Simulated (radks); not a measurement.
Values are calculated unless marked as measured or tabulated.
Effect of the nuclear size on the chromium ion Cr21+, [He] 2s1. Code: a radial shooting solver on a logarithmic mesh with Libxc functionals. Model: Dirac Kohn-Sham, BLYP, spin-unpolarised, spherical densities, finite nucleus; Fermi nuclear charge, rms radius 3.6452 fm. The rms radius is varied about that value; shifts are against it.

rms radius (fm) = 3.2697: total energy shift (eV) -0.0140; density at nucleus (e/bohr^3) 1.112e+04; 1s1/2 shift (meV) -6.22; 2s1/2 shift (meV) -0.722; 2p1/2 (empty) shift (meV) 0.047; 3s1/2 (empty) shift (meV) -0.210
rms radius (fm) = 3.4921: total energy shift (eV) -0.00587; density at nucleus (e/bohr^3) 1.11e+04; 1s1/2 shift (meV) -2.61; 2s1/2 shift (meV) -0.303; 2p1/2 (empty) shift (meV) 0.020; 3s1/2 (empty) shift (meV) -0.088
rms radius (fm) = 3.6452: total energy shift (eV) 0; density at nucleus (e/bohr^3) 1.108e+04; 1s1/2 shift (meV) 0.000; 2s1/2 shift (meV) 0.000; 2p1/2 (empty) shift (meV) 0.000; 3s1/2 (empty) shift (meV) 0.000
rms radius (fm) = 3.904: total energy shift (eV) 0.0105; density at nucleus (e/bohr^3) 1.105e+04; 1s1/2 shift (meV) 4.67; 2s1/2 shift (meV) 0.541; 2p1/2 (empty) shift (meV) -0.035; 3s1/2 (empty) shift (meV) 0.157
rms radius (fm) = 4.1482: total energy shift (eV) 0.0210; density at nucleus (e/bohr^3) 1.103e+04; 1s1/2 shift (meV) 9.35; 2s1/2 shift (meV) 1.08; 2p1/2 (empty) shift (meV) -0.071; 3s1/2 (empty) shift (meV) 0.315

Slopes of the eigenvalues against <r^2> in GHz/fm^2, as finite differences over the two radii next to the reference (eigenvalue slopes, not the field-shift constants of lines): 1s1/2 578, 2s1/2 67.0, 2p1/2 (empty) -4.37, 3s1/2 (empty) 19.5.
